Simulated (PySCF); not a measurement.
Job for PySCF: R-B3LYP/LANL2DZ on H2HfI2O2 (SMILES [OH][Hf]([OH])([I])[I]), 2S+1 = 1, a spin state set in the input, which need not be the lowest.

```python
from pyscf import gto, scf, dft, mp
from pyscf.data.elements import chemcore

mol = gto.M(
    atom='''
    Hf    0.33762346    0.03836634   -0.00695810
    I     1.74367585    1.78970643   -1.58751666
    I     2.02936198   -1.28167857    1.70712405
    O    -0.52394920   -1.23766650   -1.12333867
    H    -1.08844716   -1.82923581   -1.61586964
    O    -0.92857069    1.01930107    1.01850445
    H    -1.67180218    1.42560351    1.45876631
    ''',
    basis='lanl2dz',
    ecp={'Hf': 'lanl2dz', 'I': 'lanl2dz'},
    charge=0, spin=0, verbose=3, max_memory=1800)
mf = dft.RKS(mol, xc='b3lyp')
mf.conv_tol = 1e-8
mf.max_cycle = 100
mf.kernel()
if not mf.converged:
    mf = mf.newton().run(mf.mo_coeff, mf.mo_occ)
```

Output:

```
converged SCF energy = -223.623102980453
```

Self-consistency was reached.

Cost: very roughly 4 core-seconds.
